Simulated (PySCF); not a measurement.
How methods differ on the excitation energy of Mn²⁺

Mn²⁺ [Ar] 3d5 (6S) → Mn²⁺ [Ar] 3d4 4p1 (high-spin determinant), as a difference of total energies. Calculation: PySCF 2.14, in aug-cc-pVTZ; the non-relativistic Hamiltonian (point nucleus). Correlated levels: valence: [Ar] frozen. The calculations carry no spin-orbit coupling.

```tsv
method	excitation energy (eV)
UHF	13.269
MP2 (valence)	13.858
SCS-MP2 (valence)	13.466
CCSD (valence)	13.838
CCSD(T) (valence)	13.845
```

How much does correlation contribute at CCSD(T) (valence)?

13.845 − (13.269) = 0.576 eV, measured against UHF.

The determinant of the upper state mixes LS terms, which raises its energy above the lowest term, most at the Hartree-Fock and MP2 levels.
